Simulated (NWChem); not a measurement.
Molecule: C₄H₈O; SMILES C[C@@H]1C[C@H]1O

```xyz
13

C     -0.4874     1.9140    -0.0965
C     -0.0654     0.5753     0.4457
C      1.2254    -0.0711     0.0081
C     -0.0779    -0.6585    -0.4126
O     -0.4062    -1.8864     0.1386
H     -1.5762     2.0619    -0.0115
H     -0.2207     2.0129    -1.1607
H      0.0053     2.7396     0.4417
H     -0.3318     0.3830     1.4915
H      1.8378     0.4363    -0.7429
H      1.7854    -0.6384     0.7557
H     -0.3671    -0.5223    -1.4664
H     -1.3644    -1.9205     0.2296
```
Atoms are numbered in this order, from 1.

Coordinates come from a PBE0/def2-SVP optimisation. Not confirmed as a minimum by frequencies.

### Question
Give the principal values of the shielding tensors (ppm) of C1, C2, C3, C4, O5 from BHandHLYP/pcSseg-1, GIAO (NWChem), with their diamagnetic and paramagnetic parts as GIAO splits them.

### Answer
| atom | σ11 | σ22 | σ33 | isotropic | diamagnetic | paramagnetic |
|---|---|---|---|---|---|---|
| C1 | 152.4 | 158.8 | 187.6 | 166.2 | 246.4 | -80.1 |
| C2 | 134.8 | 159.4 | 210.4 | 168.2 | 248.2 | -80.0 |
| C3 | 143.9 | 155.9 | 204.8 | 168.2 | 245.5 | -77.2 |
| C4 | 89.5 | 109.3 | 197.0 | 131.9 | 242.8 | -110.9 |
| O5 | 271.0 | 279.9 | 317.8 | 289.6 | 391.7 | -102.1 |
